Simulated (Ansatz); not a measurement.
Relaxation of C$_{3}$H$_{5}$NSe (10 atoms, charge 0, multiplicity 1), to a largest force component of 0.02 eV/Å in at most 50 steps.

Theory: RKS BLYP-D4/def2-SVP (Ansatz).

```xyz
10
Properties=species:S:1:pos:R:3
C 0.403 -1.308 0.959
C -0.444 -1.101 -0.110
N -1.205 0.116 -0.348
C -0.620 1.334 -0.310
Se 1.187 1.717 -0.154
H 0.499 -0.454 1.668
H 0.869 -2.212 1.117
H -0.604 -1.934 -0.751
H -1.363 2.170 -0.431
H 1.361 1.620 -1.636
```

Problem. Where does it end, and by what steps?

Solution. The forces met the threshold. After 13 steps the energy has fallen by 0.957 eV; H10 moved furthest, 1.20 Å.

```json
{"step": "0", "energy less start (eV)": "0.0000", "largest force component (eV/Å)": "4.125", "accepted": "yes"}
{"step": "1", "energy less start (eV)": "-0.4829", "largest force component (eV/Å)": "2.411", "accepted": "yes"}
{"step": "2", "energy less start (eV)": "-0.6275", "largest force component (eV/Å)": "0.678", "accepted": "yes"}
{"step": "3", "energy less start (eV)": "-0.6628", "largest force component (eV/Å)": "0.618", "accepted": "yes"}
{"step": "4", "energy less start (eV)": "-0.7423", "largest force component (eV/Å)": "0.662", "accepted": "yes"}
{"step": "5", "energy less start (eV)": "-0.7972", "largest force component (eV/Å)": "0.912", "accepted": "yes"}
{"step": "6", "energy less start (eV)": "-0.8818", "largest force component (eV/Å)": "0.412", "accepted": "yes"}
{"step": "7", "energy less start (eV)": "-0.8988", "largest force component (eV/Å)": "0.871", "accepted": "yes"}
{"step": "8", "energy less start (eV)": "-0.9218", "largest force component (eV/Å)": "1.651", "accepted": "yes"}
{"step": "9", "energy less start (eV)": "-0.9395", "largest force component (eV/Å)": "0.596", "accepted": "yes"}
{"step": "10", "energy less start (eV)": "-0.9533", "largest force component (eV/Å)": "0.214", "accepted": "yes"}
{"step": "11", "energy less start (eV)": "-0.9564", "largest force component (eV/Å)": "0.079", "accepted": "yes"}
{"step": "12", "energy less start (eV)": "-0.9572", "largest force component (eV/Å)": "0.021", "accepted": "yes"}
{"step": "13", "energy less start (eV)": "-0.9574", "largest force component (eV/Å)": "0.012", "accepted": "yes"}
```

```xyz
10
Properties=species:S:1:pos:R:3
C 0.352 -1.345 1.054
C -0.523 -1.168 0.035
N -1.158 0.031 -0.298
C -0.562 1.126 -0.558
Se 1.387 1.405 -0.646
H 0.656 -0.516 1.709
H 0.738 -2.348 1.284
H -0.866 -2.031 -0.563
H -1.147 2.042 -0.758
H 1.206 2.753 -1.256
```

Whether the end is a true minimum wasn't checked by a vibrational analysis.

Run time: 17 s on 2 threads of Intel(R) Xeon(R) 6975P-C (Granite Rapids) (shared host), peak memory 0.17 GiB.
